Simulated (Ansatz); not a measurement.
Consider the formal exchange of groups at a C–Si bond: `CC(=N)[SiH3]` + `[OH][GeH3]` → `C[C](=N)[GeH2][OH]` + SiH₄.

Program: Ansatz. Geometries: PBE0-D4/def2-TZVP. ΔE: electronic, gas phase. CCSD(T)/CBS is the MP2 limit (def2-TZVPP, def2-QZVPP) plus CCSD(T) − MP2 in def2-TZVPP, frozen cores. This one scheme is used for every species. Functionals use def2-TZVPP. For Ge outer-core shells are correlated without core-valence functions, which leaves a few kJ/mol of doubt a bond. Scalar relativity is left out up to krypton. Each species was taken in one conformer, which may not be the lowest.

```csv
level,ΔE (kcal/mol)
r2SCAN-D4,-1.6
PBE0-D4,-1.2
r2SCAN,-1.5
CCSD(T)/def2-TZVPP,-2.3
```

Task: What does CCSD(T)/CBS give? (Best estimate.)

Result: Ansatz gave: -1.9 kcal/mol. The listed levels differ from it by 0.3, 0.7, 0.4, -0.4 kcal/mol.

Largest T1 diagnostic among the species: 0.012.

In def2-TZVPP, CCSD(T) changes the Hartree–Fock value by −2.0 kcal/mol (the triples alone add −0.3 kcal/mol) and MP2 by −2.2 kcal/mol.
